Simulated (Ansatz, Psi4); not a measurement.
The Ansatz (a quantum-chemistry and plane-wave program) input:
Ansatz 0.2 input:
```yaml
crystal:
  periodic: [false, false, false]
  atoms:
    - {symbol: Ca, position_ang: [0.48463727, -0.07969732, -0.18176975]}
    - {symbol: F, position_ang: [-0.72534756, 1.23563849, -0.79918929]}
    - {symbol: F, position_ang: [-0.35162414, -1.05853334, 1.20312207]}
basis:
  gaussian:
    orbitals: def2-SVP
hamiltonian:
  xc: revpbe
accuracy: high
```

Question: Convert this to an input for Psi4.

Answer: Several could match; the one computed here: 
```
memory 2 GB

molecule {
0 1
Ca    0.48463727   -0.07969732   -0.18176975
F    -0.72534756    1.23563849   -0.79918929
F    -0.35162414   -1.05853334    1.20312207
}

set {
  basis def2-svp
  scf_type pk
  puream true
  d_convergence 1e-8
  dft_radial_points 99
  dft_spherical_points 590
}

energy('revpbe')
print_variables()
```

Both were run: Ansatz gave -876.999803 Eh and Psi4 -876.999831 Eh, 0.029 mEh apart.
